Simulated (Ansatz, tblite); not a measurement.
(X3Si)2Y: gap (eV) at several levels, gas phase, relaxed structures; Ansatz, xTB through tblite. A dash marks a value that wasn't run or was left out as unsound. The structures are stationary points that may keep the symmetry of their start.

```tsv
species	state	geometry	GFN2-xTB	PBE-D4/def2-SVP	PBE-D4/def2-TZVP	r2SCAN-D4/def2-TZVP	PBE0-D4/def2-TZVP	ωB97M-V/def2-TZVP
(H3Si)2S (Si2H6S)	singlet	PBE-D4/def2-TZVP	4.59	5.40	5.24	5.89	7.27	11.15
(H3Si)2NH (Si2NH7)	singlet	B3LYP-D4/def2-TZVP	5.03	5.57	5.26	6.02	7.43	11.33
(H3Si)2CH2 (CH8Si2)	singlet	PBE-D4/def2-SVP	5.60	7.36	6.95	7.70	8.98	12.68
[(OH)3Si]2NH (Si2NO6H7)	singlet	r2SCAN-D4/def2-SVP	7.42	5.97	5.75	6.74	8.18	–
```

(1) Estimate the rows for (H3Si)2O (Si2OH6) (singlet, r2SCAN-D4/def2-TZVP geometry); (H3Si)2NMe (CH9NSi2) (singlet, r2SCAN-D4/def2-SVP geometry).

(1) 
```tsv
species	state	geometry	GFN2-xTB	PBE-D4/def2-SVP	PBE-D4/def2-TZVP	r2SCAN-D4/def2-TZVP	PBE0-D4/def2-TZVP	ωB97M-V/def2-TZVP
(H3Si)2O (Si2OH6)	singlet	r2SCAN-D4/def2-TZVP	5.86	6.57	6.23	7.01	8.52	12.51
(H3Si)2NMe (CH9NSi2)	singlet	r2SCAN-D4/def2-SVP	4.67	5.22	4.96	5.61	7.10	11.05
```

Over the 5 species that have every level, the mean is 5.15 at GFN2-xTB, 6.02 at PBE-D4/def2-SVP, 5.73 at PBE-D4/def2-TZVP, 6.45 at r2SCAN-D4/def2-TZVP, 7.86 at PBE0-D4/def2-TZVP, 11.75 at ωB97M-V/def2-TZVP. Orbital gaps grow with the share of exact exchange and aren't one observable across functionals.
